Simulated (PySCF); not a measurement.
A structure optimised at PBE-D3(BJ)/def2-SVP, used in a PySCF frequency run:

```
B
O 1 1.3244
H 2 0.9726 1 125.61
O 1 1.3288 2 131.80 3 -170.78
H 4 0.9773 1 117.07 2 4.61
O 1 1.5258 2 120.31 3 9.30
H 6 0.9827 1 124.40 2 28.40
H 6 0.9872 7 112.27 1 -148.41
```
Charge +1, spin multiplicity 1.

Question: Write its SMILES and formula.

Answer: OB(O)[OH2+], BH4O3

Question: What are its rotational constants (standard atomic weights)?

Answer: 9.6681, 8.7445, 4.6046 GHz
